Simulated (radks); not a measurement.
All-electron calculation, scalar-relativistic Kohn-Sham, LDA (Slater exchange, Perdew-Wang correlation), spin-polarised, spherical densities, finite nucleus; open shells are filled with parallel spins first; Fermi nuclear charge, rms radius of each element as measured or else 0.836 A^(1/3) + 0.57 fm. Program: a radial shooting solver on a logarithmic mesh with Libxc functionals. Each species is in its NIST ground configuration. Rank Co, Mn, Cr, Fe, Ti, Zn, V, Ni, Sc, Cu by Delta-SCF ionisation energy (eV), largest first.

Answer. Zn 9.918, Cu 8.626, Fe 8.162, Co 7.898, Cr 7.598, Mn 7.574, Ni 7.271, Ti 6.936, Sc 6.649, V 6.249.
